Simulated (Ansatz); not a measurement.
Basis sets compared for Li₃Si₆. Charge 0, multiplicity 2. Geometry PBE0-D4/def2-SVP. Ansatz on 4 threads of AMD EPYC 9R45 on a shared host; times are rough, and most runs start from earlier orbitals.

```xyz
9

Li    2.6677   -0.4421   -0.7645
Li   -0.9732    1.4643   -1.7643
Li   -0.6812   -2.2815    0.9822
Si   -1.2382    0.2971    0.6088
Si   -0.1771    1.9708    1.7459
Si    1.0214   -0.3788    1.4027
Si   -2.0821   -1.1899   -0.9784
Si    1.1527    1.4214   -0.1507
Si    0.3100   -0.8613   -1.0816
```

The structure comes from a short search, and lower isomers may exist.

Binding counts from free atoms (Li doublet, Si triplet) in the same basis, without a counterpoise term.

```
           level  functions  energy (Eh)  HOMO (eV)  LUMO (eV)  binding per atom (eV)  wall time
 PBE-D4/def2-SVP        135   -1758.1108      -3.72      -3.12                   3.04      1.9 s
PBE0-D4/def2-SVP        135   -1758.2637      -4.47      -2.51                   2.94      2.4 s
```

Question: Estimate the rows for PBE-D4/def2-TZVP (with forces), PBE0-D4/def2-TZVP.

Answer: 
| level | functions | energy (Eh) | HOMO (eV) | LUMO (eV) | binding per atom (eV) | wall time |
| --- | --- | --- | --- | --- | --- | --- |
| PBE-D4/def2-TZVP (with forces) | 264 | -1758.7271 | -3.67 | -3.07 | 3.04 | 3.6 s |
| PBE0-D4/def2-TZVP | 264 | -1758.8741 | -4.40 | -2.43 | 2.95 | 9 s |
